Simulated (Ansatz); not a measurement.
`OB[Si](F)(F)Cl` + silanol → `BO` + `F[Si](F)(Cl)O[SiH3]`  (redistribution)

Gas-phase electronic energies from Ansatz, PBE0-D4/def2-TZVP geometries. CCSD(T)/CBS is the MP2 limit (def2-TZVPP, def2-QZVPP) plus CCSD(T) − MP2 in def2-TZVPP, frozen cores. This one scheme is used for every species. Functionals use def2-TZVPP. HSE06 is defined as in plane-wave codes. Each species was taken in one conformer, which may not be the lowest.

`OB[Si](F)(F)Cl`:

Z-matrix (Å, degrees):
```
Si
B 1 2.018
F 1 1.584 2 114.2
F 1 1.587 2 111.2 3 120.2
Cl 1 2.040 2 110.0 3 -120.9
O 2 1.344 1 118.0 3 13.2
H 2 1.201 1 120.9 3 -168.4
H 6 0.962 2 114.2 1 178.2
```

`O[SiH3]`:

```xyz
6

O     0.612    1.085    0.301
Si   -0.317   -0.233   -0.037
H     1.553    1.023    0.138
H    -0.240   -0.605   -1.477
H    -1.705    0.148    0.310
H     0.098   -1.418    0.764
```

`BO`:

```xyz
5

B     0.154   -0.392    0.006
O    -0.198    0.788   -0.543
H     0.633   -1.207   -0.727
H    -0.013   -0.596    1.178
H    -0.576    1.406    0.087
```

`F[Si](F)(Cl)O[SiH3]`:

Cartesian coordinates in Å:
```
F 0.079 -1.287 -2.098
Si 0.173 0.171 -1.513
F 1.664 0.643 -1.692
Cl -1.026 1.380 -2.583
O -0.235 0.184 0.021
Si -0.174 -0.194 1.621
H -1.257 0.551 2.300
H 1.147 0.206 2.163
H -0.371 -1.654 1.781
```

```json
{"level": "revPBE-D4", "ΔE (kcal/mol)": "-30.2"}
{"level": "revPBE", "ΔE (kcal/mol)": "-29.1"}
{"level": "PBE0", "ΔE (kcal/mol)": "-33.0"}
{"level": "HSE06", "ΔE (kcal/mol)": "-32.9"}
{"level": "CAM-B3LYP", "ΔE (kcal/mol)": "-37.2"}
{"level": "CCSD(T)/def2-TZVPP", "ΔE (kcal/mol)": "-37.2"}
{"level": "MP2/def2-QZVPP", "ΔE (kcal/mol)": "-38.7"}
{"level": "MP2/CBS(def2)", "ΔE (kcal/mol)": "-38.4"}
```

(1) What does CCSD(T)/CBS give? (Estimate.)

Largest T1 diagnostic among the species: 0.014.

Answers

(1) The calculation gave: -37.1 kcal/mol. The listed levels differ from it by 6.9, 8.0, 4.1, 4.2, -0.1, -0.1, -1.6, -1.3 kcal/mol.

Leaving LDA and LC-ωPBE aside and taking each functional with its dispersion term where it has one, the values, not all of them listed here, spread over 9.9 kcal/mol, from BHLYP-D4 to PBE-D4. LDA lies −1.6 kcal/mol from PBE without D4. From BLYP to BHLYP (50 % exact exchange), in def2-TZVPP and without D4, ΔE moves by −6.4 kcal/mol. In def2-TZVPP, CCSD(T) changes the Hartree–Fock value by +6.1 kcal/mol (the triples alone add +0.9 kcal/mol) and MP2 by +4.9 kcal/mol.
